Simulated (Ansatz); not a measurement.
Geometry optimisation, UKS PBE/def2-SVP (Ansatz 0.2.0).

The input (input.yaml):

```yaml
crystal:
  periodic: [false, false, false]
  atoms:
    - { symbol: Mo, position_ang: [-0.002297, -0.002297, -0.055813] }
    - { symbol: F, position_ang: [-0.012003, -0.012003, 1.754565] }
    - { symbol: F, position_ang: [1.840092, 0.000567, -0.03918] }
    - { symbol: F, position_ang: [0.000567, 1.840092, -0.03918] }
    - { symbol: F, position_ang: [-1.844951, 0.0006, -0.052905] }
    - { symbol: F, position_ang: [0.0006, -1.844951, -0.052905] }
    - { symbol: F, position_ang: [0.000272, 0.000272, -1.8984] }
    - { symbol: F, position_ang: [0.01772, 0.017719, 4.093819] }
magnetization:
  spin_polarized: true
  initial_magnetization: 1
basis:
  gaussian: { orbitals: def2-SVP }
hamiltonian:
  xc: pbe
relax:
  f_tol: 0.03
  max_steps: 50
```

Command:

```bash
$ ansatz run input.yaml --threads 4 --pin off --max-ram 5120MiB --backend cpu --events-out ev --progress --plain --runs-dir out
```

Problem. Where does it end, and by what steps?

Solution. It converged. The force dipped under the threshold on the way, but the program's further checks kept it going. After 15 steps the energy has fallen by 0.109 eV; F8 moved furthest, 1.36 Å.

```tsv
step	energy less start (eV)	largest force component (eV/Å)	accepted
0	0.0000	1.213	yes
1	-0.0212	0.346	yes
2	-0.0234	0.032	yes
3	-0.0239	0.013	yes
4	-0.0241	0.017	yes
5	-0.0246	0.029	yes
6	-0.0259	0.054	yes
7	-0.0291	0.103	yes
8	-0.0368	0.186	yes
9	-0.0495	0.216	yes
10	-0.0671	0.149	yes
11	-0.0849	0.063	yes
12	-0.1000	0.046	yes
13	-0.1085	0.034	yes
14	-0.1078	0.042	no
15	-0.1092	0.015	yes
```

```xyz
8
Properties=species:S:1:pos:R:3
Mo -0.089 -0.089 0.080
F -0.531 -0.531 1.839
F 1.701 -0.147 0.489
F -0.147 1.701 0.489
F -1.887 -0.050 -0.319
F -0.050 -1.887 -0.319
F 0.307 0.307 -1.671
F 0.695 0.695 3.122
```

Whether the end is a true minimum wasn't checked by a vibrational analysis.

Time of the run: 83 s on 4 threads of Arm Neoverse V2, with other jobs on the host, peak memory 0.35 GiB.
